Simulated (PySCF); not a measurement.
The multiplicity is imposed and other spin states were not computed.

# [Zr(F)4] (charge 0, multiplicity 1)

These are PySCF with TPSSh-D3(BJ)/def2-TZVP // TPSS-D3(BJ)/def2-SVP values and carry that method's errors.

```json
{
 "HOMO": "-11.06 eV",
 "dipole_moment": "0.02 D",
 "LUMO": "-1.89 eV",
 "HOMO–LUMO gap": "9.17 eV",
 "charge on the central atom (Mulliken)": "1.81 e",
 "total_energy": "-446.9326 Ha",
 "cost": "roughly 2.2 core-minutes"
}
```

Bonded distances (Å): Zr1–F2 1.908, Zr1–F3 1.908, Zr1–F4 1.909, Zr1–F5 1.908. Angles (°): F2–Zr1–F3 109.3, F2–Zr1–F4 109.5, F2–Zr1–F5 109.4, F3–Zr1–F4 109.8, F3–Zr1–F5 109.3, F4–Zr1–F5 109.6.
